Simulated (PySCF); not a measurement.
C2H3F3, SMILES FC(F)(C)F.

Geometry: B3LYP-D3(BJ)/def2-SVP.

Method: SMD-PBE0/def2-SVP in PySCF.

Solvation free energies are E(SMD) − E(gas) at the gas-phase geometry, for 1 M in both phases. In vacuum the dipole moment is 2.21 D.

Question: Estimate the solvation free energies in water, dichloromethane, acetone. (The exact figures need the calculation; the answer reports its results.)

Answer: 
```
solvent          ΔG(solv) (kcal/mol)  its non-electrostatic (CDS) part  dipole (D)
---------------  -------------------  --------------------------------  ----------
water                            0.3                               3.8        2.61
dichloromethane                 -2.7                               0.3        2.56
acetone                         -2.8                               0.6        2.59
```
